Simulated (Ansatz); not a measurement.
The cluster Si₅O₆⁺. Total charge 1; doublet. Geometry PBE-D4/def2-SVP, that of the neutral singlet; atoms count from 1.

Cartesian coordinates in Å:
```
Si 0.383 -0.680 3.135
Si -2.321 -1.567 1.618
Si 0.448 1.875 -1.891
Si 1.211 -0.416 -1.902
Si -0.017 -0.147 0.106
O 0.817 -0.176 1.551
O -1.480 -0.932 0.261
O -0.261 1.453 -0.395
O 0.379 3.269 -2.559
O -1.190 -1.282 2.863
O 2.032 -1.396 -2.786
```

The structure comes from a short search, and lower isomers may exist.

Question: Estimate the Mulliken populations from the PBE0/def2-TZVP orbitals of Ansatz.

Answer: 
```tsv
atom	charge (e)	spin (α − β)
Si1	0.66	0.24
Si2	0.59	0.11
Si3	0.66	0.03
Si4	0.51	-0.03
Si5	0.62	0.07
O6	-0.35	0.05
O7	-0.36	0.01
O8	-0.31	0.02
O9	-0.34	0.24
O10	-0.35	0.06
O11	-0.33	0.19
```
Mulliken values depend strongly on the basis.

Question: Where does the spin sit?

Answer: Summed by element: Si 0.43, O 0.57, of 1 unpaired in all. Largest on single atoms: Si1 0.24, O9 0.24, O11 0.19.

Question: And the Mayer bond orders between heavy atoms (over 0.3)?

Answer: Si1–O6 1.09 (1.72 Å); Si1–O10 1.16 (1.71 Å); Si2–O7 1.06 (1.72 Å); Si2–O10 1.07 (1.71 Å); Si3–Si4 0.72 (2.41 Å); Si3–O8 1.12 (1.71 Å); Si3–O9 2.08 (1.55 Å); Si4–Si5 0.72 (2.37 Å); Si4–O11 2.14 (1.55 Å); Si5–O6 1.17 (1.67 Å); Si5–O7 1.21 (1.67 Å); Si5–O8 1.12 (1.69 Å).
